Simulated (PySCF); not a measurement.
A GIAO shielding run with PySCF (density fitting, non-relativistic, gas phase) on SMILES c1csc([Si@H]2CC[SiH2]O2)c1, C$_{6}$H$_{10}$OSSi$_{2}$:

```
$ OMP_NUM_THREADS=1 python probes_run.py task.json out

{"job": {"kind": "nmr", "xc": "PBE0", "basis": "pcSseg-1"}, "charge": 0, "multiplicity": 1}
C      3.211215    -0.495034    -0.790439
C      3.620415     0.737806    -0.395352
S      2.427249     1.538761     0.547737
C      1.344943     0.190479     0.414247
Si    -0.331131     0.255405     1.235949
C     -1.622112     1.289291     0.278605
C     -2.366354     0.327307    -0.662323
Si    -2.370915    -1.391000     0.167159
O     -1.029878    -1.221629     1.092737
C      1.914346    -0.802987    -0.327832
H      3.809950    -1.160513    -1.386790
H      4.549864     1.231711    -0.599127
H     -0.250936     0.538913     2.666273
H     -1.209766     2.133634    -0.273839
H     -2.332624     1.705028     0.994953
H     -1.820900     0.261328    -1.606231
H     -3.356562     0.712029    -0.905620
H     -3.496461    -1.604660     1.071275
H     -2.103297    -2.504403    -0.734045
H      1.407806    -1.730788    -0.526126
```

Hardware: 1 thread of an Arm Neoverse V2, shared host. The job also computes population analyses, field gradients, ring-centre shieldings.

Task: How large is the calculation?

Result: 98 electrons, 241 basis functions and 1318 auxiliary functions.

Task: How long does it take, and how much memory does it need?

Result: 59 s of wall time, with 14 SCF cycles and 5 response iterations; peak memory 1.1 GiB. Times on a shared host scatter by some tens of per cent.
